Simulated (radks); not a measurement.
Ionisation of the titanium ion Ti3+, [Ar] 3d1, to [Ar] as the strength of local exchange is varied. Calculated with a radial shooting solver on a logarithmic mesh with Libxc functionals: scalar-relativistic Kohn-Sham, Slater X-alpha exchange (alpha = 2/3 is LDA exchange), no correlation, spin-polarised, spherical densities, point nucleus; open shells are filled with parallel spins first.

alpha  E(Ti3+) (hartree)  exchange (hartree)  IE (eV)  -e of the level emptied (eV)  <r> of it (bohr)
0.563         -842.48450           -31.49892   39.798                   31.683 (3d)             1.311
0.667         -848.32266           -37.53233   42.167                   33.891 (3d)             1.268
0.729         -851.81903           -41.16081   43.617                   35.250 (3d)             1.245
0.934         -863.46419           -53.32605   48.606                   39.964 (3d)             1.176
x             -866.38142           -56.39248   49.893                   41.189 (3d)             1.161

Which alpha was used in the last row?

Answer. alpha = 0.985. NIST Atomic Spectra Database: 43.267 eV (measured). The Delta-SCF value meets it near alpha = 0.71. Open shells are spherical and high-spin; term and fine-structure splittings are not resolved.
